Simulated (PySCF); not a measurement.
Level of theory: PBE-D3(BJ)/def2-TZVP // PBE0-D3(BJ)/def2-TZVP in PySCF. Isolated molecules, 0 K electronic values unless said otherwise. One relaxed conformer stands for a flexible species; it need not be the lowest. 

Reference species (SMILES): `IB(I)I` (neutral, multiplicity 1).

The LUMO comes out as -3.23 eV. The HOMO–LUMO gap is 3.02 eV and the HOMO is -6.25 eV. The S1 oscillator strength comes out as 0.000.

Changed species: `OB(O)O` (0 of 3 OH replaced by I; the reference has 3 of 3 OH replaced by I).

Predict the effect on the LUMO, HOMO–LUMO gap, HOMO and S1 oscillator strength.

the LUMO rises by 2.51 eV, to -0.72 eV; the HOMO–LUMO gap goes up by 3.68 eV, to 6.70 eV; the HOMO falls by 1.17 eV, to -7.42 eV; the S1 oscillator strength stays essentially unchanged.
